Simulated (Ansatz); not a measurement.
CH₆AlNOSSi. Total charge 0; spin multiplicity 1. The bonds changed during the relaxation, so this is another structure than the one it started from. The structure was optimised at the PBE0-D4/def2-TZVP level. It is one conformer, not always the lowest.

```xyz
12

N     0.281   -1.577   -0.766
C     0.441   -0.508   -1.861
Al   -0.120    0.285   -0.204
O     0.826    0.962    1.088
Si   -0.434    1.531    1.986
S    -2.037    0.913    0.685
H     1.146   -2.045   -0.529
H    -0.421   -2.275   -0.976
H    -0.239   -0.701   -2.686
H     1.466   -0.479   -2.222
H    -0.393    3.005    2.163
H    -0.515    0.887    3.323
```

Question: What is the dipole moment at r2SCAN/def2-TZVPP? (Estimate.)

Answer: Computed: 5.14 D, with components (1.77, -4.01, -2.69) D in this frame, pointing from negative to positive charge.

Question: And with PBE, B3LYP, ωB97M-V? (An estimate is asked.)

Answer: The calculation gave: PBE 5.10 D, B3LYP 5.02 D, ωB97M-V 5.04 D.

Question: Give the Mulliken charges with r2SCAN, B3LYP, ωB97M-V in def2-TZVPP. (Best estimate.)

Answer: Ansatz gave: 
```json
{"atom": "N1", "r2SCAN": "-0.15", "B3LYP": "-0.16", "ωB97M-V": "-0.12"}
{"atom": "C2", "r2SCAN": "-0.36", "B3LYP": "-0.37", "ωB97M-V": "-0.42"}
{"atom": "Al3", "r2SCAN": "0.57", "B3LYP": "0.53", "ωB97M-V": "0.50"}
{"atom": "O4", "r2SCAN": "-0.48", "B3LYP": "-0.46", "ωB97M-V": "-0.46"}
{"atom": "Si5", "r2SCAN": "0.54", "B3LYP": "0.52", "ωB97M-V": "0.43"}
{"atom": "S6", "r2SCAN": "-0.40", "B3LYP": "-0.40", "ωB97M-V": "-0.36"}
{"atom": "H7", "r2SCAN": "0.16", "B3LYP": "0.15", "ωB97M-V": "0.13"}
{"atom": "H8", "r2SCAN": "0.15", "B3LYP": "0.15", "ωB97M-V": "0.13"}
{"atom": "H9", "r2SCAN": "0.08", "B3LYP": "0.11", "ωB97M-V": "0.13"}
{"atom": "H10", "r2SCAN": "0.09", "B3LYP": "0.11", "ωB97M-V": "0.13"}
{"atom": "H11", "r2SCAN": "-0.10", "B3LYP": "-0.09", "ωB97M-V": "-0.05"}
{"atom": "H12", "r2SCAN": "-0.10", "B3LYP": "-0.09", "ωB97M-V": "-0.05"}
```

B3LYP here is the variant with VWN-RPA as its local correlation; programs differ in this.
